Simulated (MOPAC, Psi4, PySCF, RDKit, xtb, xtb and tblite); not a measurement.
Two geometries of C₄H₇NOSi, SMILES N[SiH2]c1ccco1, relaxed at GFN2-xTB with one dihedral held; other torsions can differ between them too.

Structure A

```
14

N     -2.4590     0.6891    -0.3318
Si    -1.6220    -0.5941     0.4544
C      0.1938    -0.2537     0.1506
C      1.1939    -0.9784    -0.4355
C      2.3746    -0.2085    -0.3347
C      2.0132     0.9332     0.3114
O      0.7064     0.9148     0.6099
H     -3.4653     0.7101    -0.3062
H     -2.0928     1.6249    -0.2546
H     -2.0228    -1.8296    -0.2160
H     -1.8400    -0.7033     1.9078
H      1.0904    -1.9443    -0.8864
H      3.3515    -0.4652    -0.6912
H      2.5740     1.7995     0.6042
```

Structure B

```
14

N     -2.4486     0.6826    -0.3205
Si    -1.6260    -0.6121     0.4553
C      0.1880    -0.2500     0.1644
C      1.2866    -1.0576     0.0627
C      2.4027    -0.2133    -0.1309
C      1.9067     1.0541    -0.1311
O      0.5786     1.0429     0.0477
H     -3.4513     0.7448    -0.2626
H     -2.0375     1.6019    -0.2956
H     -2.0257    -1.8468    -0.2203
H     -1.8569    -0.7426     1.9064
H      1.2886    -2.1273     0.1172
H      3.4261    -0.5046    -0.2539
H      2.3809     2.0095    -0.2457
```

Q: Which is lower in energy at the level PBE0-D3(BJ)/def2-SVP // GFN2-xTB in Psi4 1.11, and by how much?

A: A is lower, by 0.40 kcal/mol (dihedral N1–Si2–C3–O7: 60° in A, 30° in B).

E(B) − E(A) in kcal/mol at the other levels, on the same two geometries: GFN2-xTB (xtb and tblite) -0.15; MMFF94 // GFN2-xTB (RDKit) 0.55; PBE0/def2-SVP // GFN2-xTB (Psi4) 0.43; PBE/def2-SVP // GFN2-xTB (Psi4) 0.50; PBE-D3(BJ)/def2-SVP // GFN2-xTB (Psi4) 0.47; UFF // GFN2-xTB (RDKit) 0.47; PM3, restricted, heats of formation // GFN2-xTB (MOPAC) 0.96; PM6, restricted, heats of formation // GFN2-xTB (MOPAC) 0.18; GFN1-xTB // GFN2-xTB (xtb) -0.48; restricted B3LYP/6-31G*, spherical d, density fitting // GFN2-xTB (PySCF) 0.75; restricted LDA (SVWN5)/6-31G*, spherical d, density fitting // GFN2-xTB (PySCF) 0.56; restricted B3LYP/6-311+G**, spherical d, density fitting // GFN2-xTB (PySCF) 0.56; restricted MP2 (frozen core)/3-21G // GFN2-xTB (PySCF) 0.66.

MMFF94 has few fitted parameters for silicon.
